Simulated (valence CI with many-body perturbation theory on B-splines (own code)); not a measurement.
The numbers below are computed, except where a source is named.
**Sensitivity of CI+MBPT for Tc28+**

Method: configuration interaction combined with many-body perturbation theory (CI+MBPT): five valence electrons over a frozen Dirac-Fock core [Ne], a basis of 6 s, 6 p, 5 d, 3 f, 1 g functions for each j, with the one-electron correlation potential Σ1, the two-electron term Σ2, the three-electron term Σ3, Breit, model QED; selected CI, second order for the rest, scaled by the run's own slope (own B-spline code, finite nucleus).

The last digits are not significant, and no measured levels were compared; by estimate large intervals hold to a few tenths of a per cent, small ones and those within an open d or f shell to about a per cent. Among the levels kept, up to 1200 cm⁻¹ of a level comes from second order outside the variational space, and about a tenth of that is noise between levels of different J, which matters for small intervals.

The reference run has the lowest level (3s^2 3p1/2^2 3p3/2) J=3/2 and an ionisation energy of 1546.43 eV. Its largest variational space holds 9999 state functions.

Levels are named by their leading jj configuration (3d3/2^4 stands for four electrons in 3d with j = 3/2), which in mixed levels can hold well under half, so a name can repeat and another be missing. Letters in brackets count levels of one name in rising energy.

Changed runs:
A. scale of Σ1 1 → 0.9
B. size limit of the variational space 10000 → 3000; three-electron term on → off
C. highest l in the core sums 6 → 5
D. scale of Σ2 1 → -1 (bad on purpose)

Excitation energies of the reference run in cm⁻¹, and shifts in cm⁻¹:

```tsv
Level	Reference	A	B	C	D
(3s^2 3p1/2 3p3/2^2) J=3/2	176858	-32	-73	+0.8	-608
(3s^2 3p1/2 3p3/2^2) J=5/2	223017	-35	+49	+0.6	-228
(3s^2 3p1/2 3p3/2^2) J=1/2	282382	-35	+277	+0.2	+345
(3s^2 3p3/2^3) J=3/2	459139	-70	+144	+1.2	-586
(3s 3p1/2^2 3p3/2^2) J=5/2	762917	+104	-753	-21	-806
(3s 3p1/2^2 3p3/2^2) J=3/2	846199	+109	-439	-47	+710
(3s 3p1/2^2 3p3/2^2) J=1/2	879189	+95	-556	-22	+219
(3s^2 3p1/2^2 3d3/2) J=3/2	928513	+107	+131	-66	+1633
(3s^2 3p1/2^2 3d5/2) J=5/2	990626	+96	+608	-89	+3686
(3s 3p1/2 3p3/2^3) J=3/2	997274	+82	-354	-42	+1180
(3s 3p1/2 3p3/2^3) J=5/2	1032800	+72	-464	-41	+286
(3s^2 3p1/2 3p3/2 3d3/2) J=3/2 [a]	1056030	+88	-23	-79	+1780
Ionisation energy (eV)	1546.43	-0.08	+0.33	+0.0036	+0.06
```
